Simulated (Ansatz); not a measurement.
An input meant for GeO₂⁻ (charge -1, quartet; scaled by 0.96).

```yaml
crystal:
  periodic: [true, true, true]
  atoms:
    - {symbol: Ge, position_ang: [0.444087, -0.054468, 0.012328]}
    - {symbol: O, position_ang: [-0.407377, -1.462101, 0.089863]}
    - {symbol: O, position_ang: [-0.036710, 1.516569, -0.102191]}
basis:
  gaussian: {orbitals: pcseg-2}
total_charge: -1
magnetization: {spin_polarized: true, initial_magnetization: 3}
hamiltonian: {xc: {name: BLYP}, pseudopotentials: {relativity: none}}
output: {forces: true}
```

```sh
$ ansatz run in.yaml --threads 4 --pin off --events-out ev --progress --plain --max-ram 3916MiB
```

Shortened log:

```
Error: YAML parse error: error: line 2 column 3: crystal: missing field `lattice` (a structure is typed as `lattice` and `atoms`, a molecule's as `atoms` in Å alone, or read from a run's directory, `checkpoint`)
 --> <input>:2:3
1 | crystal:
2 |   periodic: [true, true, true]
3 |   atoms:
4 |     - {symbol: Ge, position_ang: [0.444087, -0.054468, 0.012328]}
```

What is wrong with this run?

The species is marked periodic without a cell. The input was rejected before any iteration.
